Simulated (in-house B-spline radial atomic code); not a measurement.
Radial electron density of La6+, [Kr] 4d10 5s2 5p3. Level of theory: scalar-relativistic (X2C) HSE06, spin-polarised, spherical fractional occupations, Fermi nucleus of rms radius 4.855 fm; calculated with a B-spline radial code for spherical atoms.

One-electron X2C: radii and densities carry no picture-change correction, so inner-shell <1/r> comes out high (for 1s by about 2 % at Z = 33, 5 % at 54, 10 % at 75, 30 % at 118) and <r> low.

Columns: r (bohr), 4πr²n(r) (electrons per bohr), bar.

```
0.000651    2.007 #
  0.0008    2.763 #
0.000984    3.798 ##
 0.00121    5.195 ##
 0.00149    7.085 ###
 0.00183    9.562 ####
 0.00224    12.74 ######
 0.00276    16.97 ########
 0.00339    22.24 ##########
 0.00417    28.75 #############
 0.00512    36.39 ################
 0.00629    45.05 ####################
 0.00773    54.23 ########################
 0.00951    63.13 ############################
  0.0117    70.48 ################################
  0.0144    74.96 ##################################
  0.0176    75.64 ##################################
  0.0217    72.66 #################################
  0.0267    67.89 ###############################
  0.0328    64.98 #############################
  0.0403    67.78 ##############################
  0.0495    77.55 ###################################
  0.0608    90.34 #########################################
  0.0747    97.84 ############################################
  0.0918    93.47 ##########################################
   0.113    80.26 ####################################
   0.139    71.28 ################################
    0.17    75.23 ##################################
    0.21    83.76 ######################################
   0.257    77.84 ###################################
   0.316    54.52 #########################
   0.389    33.29 ###############
   0.478    29.81 #############
   0.587    34.29 ###############
   0.722    30.73 ##############
   0.887    19.68 #########
    1.09     10.8 #####
    1.34    6.875 ###
    1.65     4.58 ##
    2.02    2.301 #
    2.49   0.6929 
    3.06   0.1185 
    3.76  0.01012 
    4.62 0.0003715 
    5.68 4.892e-06
```

On this grid the curve has 4 maxima, near 0.0176, 0.0747, 0.21, 0.587 bohr.

The 5p up radial function P(r) = rR(r), positive near the nucleus:

```
r (bohr)         P
 0.00121  0.001257
 0.00183  0.002463
 0.00276  0.004856
 0.00417  0.009638
 0.00629   0.01895
 0.00951   0.03669
  0.0144   0.06848
  0.0217    0.1186
  0.0328    0.1838
  0.0495    0.2315
  0.0747    0.1866
   0.113  -0.02385
    0.17   -0.2917
   0.257   -0.2521
   0.389    0.2495
   0.587    0.4888
   0.887   -0.1698
    1.34   -0.8972
    2.02   -0.7124
    3.06   -0.1781
    4.62  -0.01061
```
